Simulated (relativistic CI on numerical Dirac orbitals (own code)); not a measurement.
**Hyperfine structure of Co²⁰⁺, mass number 59**

Calculated at this level of theory: Dirac-Coulomb-Breit CI, orbitals from a KLI potential per configuration, model QED (radiative potential, 1s self-energy scaled to tabulated hydrogen-like ionisation energies), unscaled Slater integrals (own radial code, finite nucleus).

Configurations in the expansion (outside the closed core 1s2): 2s²2p³, 2s2p⁴, 2p⁵, 2p⁴3s, 2p⁴3p, 2p⁴3d, 2s²2p²3s, 2s²2p²3p, 2s²2p²3d, 2s2p³3s, 2s2p³3p, 2s2p³3d, 2s²2p²4s, 2s²2p²4p, 2s²2p²4d, 2s²2p²4f. Levels of other configurations are missing.

Nuclear spin I = 7/2, μ = 4.615 μN, Q = 0.42 b (tables of Stone and Pyykkö). The electronic factors are computed for point nuclear moments, without core polarisation or the Bohr-Weisskopf and QED corrections.

```tsv
Level	E (cm⁻¹)	A (GHz)	B (GHz)
2s²2p³ ²D°3/2	150116	33.66	23.6
2s²2p³ ²D°5/2	195314	77.52	-0.125
2s²2p³ ²P°1/2	282688	218.9	
2s²2p³ ²P°3/2	361566	44.97	-27.5
2s2p⁴ ⁴P5/2	800193	176.6	22.3
2s2p⁴ ⁴P3/2	880688	142.8	-19.3
2s2p⁴ ⁴P1/2	904711	380.2	
2s2p⁴ ²D3/2	1117131	-46.86	-30.5
```

Levels with J = 0, under 50 % of one LS term, or S terms without an open s electron are left out. Small factors come from cancelling terms and can be off by tens of per cent or more.

At this charge energies of transitions that change n are usually good to better than 1 %, and those within a shell (Δn = 0) to a few per cent.

Question: Give the hyperfine levels of 2s²2p³ ²D°5/2 relative to its centre of gravity.

Answer: With K = F(F + 1) − I(I + 1) − J(J + 1), E = AK/2 + B[¾K(K + 1) − I(I + 1)J(J + 1)]/[2I(2I − 1)J(2J − 1)]: F = 1: -872.1, F = 2: -717.1, F = 3: -484.5, F = 4: -174.4, F = 5: 213.2, F = 6: 678.3 GHz.

LS names give the leading component of a level, which can be under half, so a name can repeat, a term be missing and a line seem to break the LS rules.
